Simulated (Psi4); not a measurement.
HClO, singlet, at a GFN2-xTB geometry. Base run: BLYP/cc-pVDZ (Psi4).

The Psi4 input:
```
memory 2 GB

molecule {
0 1
  O    -0.00874070    1.09829644    0.01643599
  H    -0.94458229    1.33506531    0.00439258
  Cl    0.05967693   -0.59537863   -0.00799297
}

set basis cc-pvdz

energy('blyp')
print_variables()
```

Each row names what was changed in the base input (with any setting that the change needs).

| change | ΔE vs base (eV) | point group used | SCF cycles |
|---|---|---|---|
| base | 0.00 | cs | 8 |
| molecule keys = symmetry c1 | 0.00 | c1 | 8 |
| molecule keys = symmetry c1, no_reorient, no_com | 0.00 | c1 | 8 |
| jitter_ang = 0.002 | 0.01 | cs | 8 |
| molecule keys = no_reorient | 0.00 | c1 | 8 |
